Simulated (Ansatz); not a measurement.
The cluster InGaN₂, 4 atoms. Hardware: 2 threads of Intel Xeon Platinum 8488C on a shared host.

In the def2 sets In takes a core potential; there is no spin–orbit coupling.

Problem. How many basis functions does each of these Ansatz runs have, and roughly what does it cost? PBE-D4/def2-SVP, charge 0 singlet, relaxation, 6 steps; ωB97M-V/def2-TZVP, charge 0 triplet, energy, from earlier orbitals; LC-ωPBE/def2-TZVP, charge 0 triplet, energy, from earlier orbitals; ωB97X-V/def2-TZVP, charge 0 singlet, energy and forces, from earlier orbitals; PBE0-D4/def2-SVP, charge 0 unrestricted singlet, energy with a search over starts; BHLYP-D4/def2-TZVP, charge 0 triplet, energy, from earlier orbitals; ωB97M-V/def2-TZVP, charge 0 quintet, energy, from earlier orbitals; r2SCAN-D4/def2-TZVP, charge 1 doublet at the geometry of the charge 0 singlet, energy, from earlier orbitals; PBE0-D4/def2-TZVPD, charge -1 doublet at the geometry of the charge 0 singlet, energy, from earlier orbitals; ωB97X-V/def2-TZVP, charge 0 triplet, energy, from earlier orbitals; PBE0-D4/def2-TZVP, charge 0 unrestricted singlet, energy, from earlier orbitals; r2SCAN-D4/def2-TZVP, charge 0 singlet, energy, from earlier orbitals.

Solution. Other jobs shared the machine, so times can vary by a factor of up to 3. A dash marks memory too small to be measured apart from the calling script's.

| run | functions | fitting or Cholesky vectors | wall time | peak host memory (GiB) |
| --- | --- | --- | --- | --- |
| PBE0-D4/def2-SVP, charge 0 unrestricted singlet, energy with a search over starts | 86 | 942 | 2.4 s | – |
| r2SCAN-D4/def2-TZVP, charge 0 singlet, energy, from earlier orbitals | 160 | 1066 | 2.9 s | – |
| r2SCAN-D4/def2-TZVP, charge 1 doublet at the geometry of the charge 0 singlet, energy, from earlier orbitals | 160 | 1066 | 5 s | – |
| BHLYP-D4/def2-TZVP, charge 0 triplet, energy, from earlier orbitals | 160 | 1316 | 5.5 s | 0.55 |
| PBE-D4/def2-SVP, charge 0 singlet, relaxation, 6 steps | 86 | 1015 | 6.5 s | – |
| ωB97X-V/def2-TZVP, charge 0 singlet, energy and forces, from earlier orbitals | 160 | 1165 | 8 s | – |
| LC-ωPBE/def2-TZVP, charge 0 triplet, energy, from earlier orbitals | 160 | 1066 | 8.5 s | – |
| PBE0-D4/def2-TZVPD, charge -1 doublet at the geometry of the charge 0 singlet, energy, from earlier orbitals | 184 | 1295 | 9.5 s | 0.7 |
| PBE0-D4/def2-TZVP, charge 0 unrestricted singlet, energy, from earlier orbitals | 160 | 1204 | 9.5 s | 0.57 |
| ωB97M-V/def2-TZVP, charge 0 quintet, energy, from earlier orbitals | 160 | 1137 | 12 s | 0.75 |
| ωB97X-V/def2-TZVP, charge 0 triplet, energy, from earlier orbitals | 160 | 1165 | 15 s | 0.74 |
| ωB97M-V/def2-TZVP, charge 0 triplet, energy, from earlier orbitals | 160 | 1137 | 29 s | 1 |
